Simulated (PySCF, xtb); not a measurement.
Si(Cl)(F)2(SeH) (ClF2HSeSi), SMILES F[Si](F)(Cl)[SeH].

GFN2-xTB in xtb at its own geometry gives an orbital gap of 4.58 eV and a dipole moment of 1.34 D.

Geometry: r2SCAN-D4/def2-SVP. This is a generated structure with no PubChem entry under its InChIKey; it may be hypothetical. One conformer was computed; it need not be the lowest.

Problem. What does M06-2X/def2-TZVP in PySCF give? (An estimate is asked for; the answer gives what the named calculation found.)

Solution. gap 9.20 eV (levels -9.12 and 0.09 eV), dipole 1.79 D.
